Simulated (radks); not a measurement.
V II, 22 electrons, occupied as [Ar] 3d4. All-electron calculation, Dirac Kohn-Sham, PBE, spin-unpolarised, spherical densities, point nucleus; open shells fill j = l - 1/2 first. Program: a radial shooting solver on a logarithmic mesh with Libxc functionals.

Spin-orbit splittings of the eigenvalues, e(l+1/2) - e(l-1/2), with zeta = 2 splitting/(2l+1) and mean radii in bohr:

shell  occ.  splitting (eV)  zeta (eV)  <r> j=l-1/2  <r> j=l+1/2
2p        6           7.105      4.737       0.2721       0.2749
3p        6          0.8106     0.5404        1.024        1.033
3d        4         0.05806    0.02322        1.551        1.558
